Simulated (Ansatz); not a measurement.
`S=C=CBBr` and `S=C=CCl` differ in one atom or group.

Ansatz, PBE0-D4/def2-TZVP geometries, multiplicity 1. Each molecule was computed in one conformer, which needn't be the lowest.

Scalar relativity is left out up to krypton.

```tsv
property	`S=C=CBBr`
HOMO energy (PBE0/def2-TZVPP) / eV	-7.34
LUMO energy (PBE0/def2-TZVPP) / eV	-2.56
HOMO–LUMO gap (ωB97M-V/def2-TZVPP) / eV	8.89
HOMO energy (PBE/def2-TZVPP) / eV	-6.33
LUMO energy (ωB97M-V/def2-TZVPP) / eV	-0.38
ideal-gas entropy at 298 K and 1 bar (rigid rotor, harmonic PBE0-D4/def2-TZVP) / J/(mol·K)	336
```

Task: Give the same properties after the change, and the shifts. (An estimate is asked.)

Result: The calculation gave: 
```
                                                                                  property  `S=C=CCl`  shift
                                                        HOMO energy (PBE0/def2-TZVPP) / eV      -6.58   0.76
                                                        LUMO energy (PBE0/def2-TZVPP) / eV      -2.88  -0.32
                                                   HOMO–LUMO gap (ωB97M-V/def2-TZVPP) / eV       7.91  -0.98
                                                         HOMO energy (PBE/def2-TZVPP) / eV      -5.49   0.84
                                                     LUMO energy (ωB97M-V/def2-TZVPP) / eV      -0.68  -0.30
ideal-gas entropy at 298 K and 1 bar (rigid rotor, harmonic PBE0-D4/def2-TZVP) / J/(mol·K)        294    -42
```

With PBE0 the HOMO rises by 0.76 eV and the LUMO falls by 0.32 eV, so the gap narrows by about 1.08 eV. PBE moves the HOMO by 0.84 eV and ωB97M-V by 0.68 eV. The zero-point energy changes by -34.5 kJ/mol with -6 modes.

Spin–orbit coupling is left out; it splits and shifts lone-pair levels of the heavy atoms by tenths of an eV.
